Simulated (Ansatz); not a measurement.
`[SiH]Br` + `[OH][Ti]([Cl])([Cl])[Cl]` → `O[SiH]` + `[Cl][Ti]([Cl])([Cl])[Br]`  (redistribution)

Computed with Ansatz on PBE0-D4/def2-TZVP structures; ΔE is electronic, products minus reactants. CCSD(T)/CBS adds triple-zeta CCSD(T) − MP2 to the extrapolated MP2 energy (def2 sets, frozen cores). This one scheme is used for every species. DFT in def2-TZVPP. For Br, Ti outer-core shells are correlated without core-valence functions, which leaves a few kJ/mol of doubt a bond. Scalar relativity is left out up to krypton. Each species was taken in one conformer, which may not be the lowest.

```
             level  ΔE (kcal/mol)
       LDA (SPW92)           -4.3
         r2SCAN-D4           -4.8
           PBE0-D4           -3.4
            r2SCAN           -4.8
         CAM-B3LYP           -3.2
RPA@PBE/def2-TZVPP           -6.8
     HF/def2-TZVPP           -0.8
CCSD(T)/def2-TZVPP           -5.9
```

What does CCSD(T)/CBS give? (An estimate is asked.)

Computed: -6.2 kcal/mol. The listed levels differ from it by 1.9, 1.4, 2.8, 1.4, 3.0, -0.6, 5.4, 0.3 kcal/mol.

Largest T1 diagnostic among the species: 0.024, so the coupled-cluster value is less sure than usual.

Leaving LDA and LC-ωPBE aside and taking each functional with its dispersion term where it has one, the values, not all of them listed here, spread over 4.4 kcal/mol, from B2PLYP to ωB97X-V. LDA lies −0.8 kcal/mol from PBE without D4. At CCSD(T), def2-SVP lies +4.1 kcal/mol from the extrapolated value and def2-TZVPP +0.3 kcal/mol. From BLYP to BHLYP (50 % exact exchange), in def2-TZVPP and without D4, ΔE moves by +1.0 kcal/mol.
